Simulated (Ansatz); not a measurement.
B3W3. The state is a doublet with charge 0. Geometry PBE-D4/def2-SVP.

| atom | x (Å) | y (Å) | z (Å) |
| --- | --- | --- | --- |
| W1 | -0.002 | -1.352 | -0.531 |
| W2 | -1.597 | 0.151 | 0.492 |
| W3 | 0.620 | 1.083 | 0.743 |
| B4 | 0.199 | -0.811 | 1.453 |
| B5 | 1.229 | 0.231 | -1.042 |
| B6 | -0.449 | 0.698 | -1.114 |

In the def2 sets W takes a core potential; there is no spin–orbit coupling. The structure comes from a short search, and lower isomers may exist.

(1) Estimate the α-spin orbital energies around the gap (eV) in Ansatz with PBE-D4/def2-SVP, PBE-D4/def2-TZVP, r2SCAN-D4/def2-TZVP, PBE0-D4/def2-SVP, PBE0-D4/def2-TZVP.

Answers

(1) 
| orbital | PBE-D4/def2-SVP | PBE-D4/def2-TZVP | r2SCAN-D4/def2-TZVP | PBE0-D4/def2-SVP | PBE0-D4/def2-TZVP |
| --- | --- | --- | --- | --- | --- |
| HOMO−5 | -6.01 | -5.96 | -6.12 | -6.97 | -6.89 |
| HOMO−4 | -5.27 | -5.23 | -5.31 | -6.11 | -6.03 |
| HOMO−3 | -5.13 | -5.08 | -5.21 | -6.08 | -6.00 |
| HOMO−2 | -5.05 | -5.03 | -5.11 | -5.77 | -5.74 |
| HOMO−1 | -4.29 | -4.30 | -4.40 | -5.01 | -5.01 |
| HOMO | -4.06 | -4.04 | -4.32 | -4.97 | -4.93 |
| LUMO | -3.26 | -3.29 | -3.04 | -2.45 | -2.45 |
| LUMO+1 | -2.88 | -2.96 | -2.71 | -2.20 | -2.24 |
| LUMO+2 | -2.87 | -2.87 | -2.65 | -2.02 | -2.03 |
| LUMO+3 | -2.78 | -2.80 | -2.64 | -2.02 | -2.00 |
| LUMO+4 | -2.15 | -2.26 | -2.01 | -1.52 | -1.58 |
| LUMO+5 | -1.92 | -1.92 | -1.78 | -1.19 | -1.21 |
| β HOMO | -4.23 | -4.23 | -4.34 | -4.98 | -4.95 |
| β LUMO | -3.26 | -3.23 | -2.92 | -2.39 | -2.36 |
